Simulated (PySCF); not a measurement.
Zr²⁶⁺: ionisation energy

Zr²⁶⁺ [Ne] 3s2 3p2 [3p1/2^2, M_J = 0] → Zr²⁷⁺ [Ne] 3s2 3p1 [3p1/2^1, M_J = 1/2], as a difference of total energies. Calculation: PySCF 2.14, in an even-tempered Gaussian basis (19 s from 3.7 bohr⁻², ratio 2.4; 13 p from 4.8 bohr⁻², ratio 2.4; 5 d from 18 bohr⁻², ratio 2.6; 4 f from 27 bohr⁻², ratio 2.6); the two-component X2C-1e Hamiltonian. Correlated levels: 1s2 frozen; the 50 highest virtual spinors dropped. "Screened" scales the spin-orbit matrix elements by Boettger's factors to mimic the two-electron term; Breit and QED terms are absent.

```tsv
method	ionisation energy (eV)
GHF (spin-free)	1333.2
GMP2 (spin-free)	1334.0
GHF (screened spin-orbit)	1340.3
GMP2 (screened spin-orbit)	1342.1
```

Breit and QED terms and the two-electron picture change are absent.

The spin-free rows relax to the high-spin LS determinant and lack the spin-orbit shift.

The labels give the starting determinants; with spin-orbit coupling the two ends relaxed to ⟨J²⟩ = 0.00, ⟨L²⟩ = 1.33, ⟨S²⟩ = 1.33 and ⟨J²⟩ = 0.75, ⟨L²⟩ = 2.01, ⟨S²⟩ = 0.75.

For comparison: 1344 ± 3 eV (semi-empirical (NIST evaluation); NIST Atomic Spectra Database, ionization energies).
